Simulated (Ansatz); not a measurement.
One change: `[SH][Al]([SH])[Cl]` becomes `C[O][Al]([SH])[SH]`.

Ansatz, PBE0-D4/def2-TZVP geometries, multiplicity 1. Each molecule was computed in one conformer, which needn't be the lowest.

```csv
property,`[SH][Al]([SH])[Cl]`
LUMO energy (B3LYP/def2-TZVPP) / eV,-1.05
LUMO energy (PBE0/def2-TZVPP) / eV,-0.82
HOMO energy (PBE0/def2-TZVPP) / eV,-7.88
HOMO–LUMO gap (B3LYP/def2-TZVPP) / eV,6.55
LUMO energy (PBE/def2-TZVPP) / eV,-1.65
size of the dipole moment (ωB97M-V/def2-TZVPP) / D,0.56
```

Problem. Give the same properties after the change, and the shifts. (Best estimate.)

Solution. Ansatz gave: 
```json
{"property": "LUMO energy (B3LYP/def2-TZVPP) / eV", "`C[O][Al]([SH])[SH]`": "-0.66", "shift": "0.39"}
{"property": "LUMO energy (PBE0/def2-TZVPP) / eV", "`C[O][Al]([SH])[SH]`": "-0.41", "shift": "0.41"}
{"property": "HOMO energy (PBE0/def2-TZVPP) / eV", "`C[O][Al]([SH])[SH]`": "-7.62", "shift": "0.26"}
{"property": "HOMO–LUMO gap (B3LYP/def2-TZVPP) / eV", "`C[O][Al]([SH])[SH]`": "6.67", "shift": "0.12"}
{"property": "LUMO energy (PBE/def2-TZVPP) / eV", "`C[O][Al]([SH])[SH]`": "-1.24", "shift": "0.41"}
{"property": "size of the dipole moment (ωB97M-V/def2-TZVPP) / D", "`C[O][Al]([SH])[SH]`": "1.02", "shift": "0.46"}
```

With PBE0 the HOMO rises by 0.26 eV and the LUMO rises by 0.41 eV, so the gap widens by about 0.15 eV. PBE moves the HOMO by 0.27 eV and ωB97M-V by 0.25 eV. Dipoles are sizes alone; their direction can turn.

B3LYP here is the variant with VWN-RPA as its local correlation; programs differ in this.
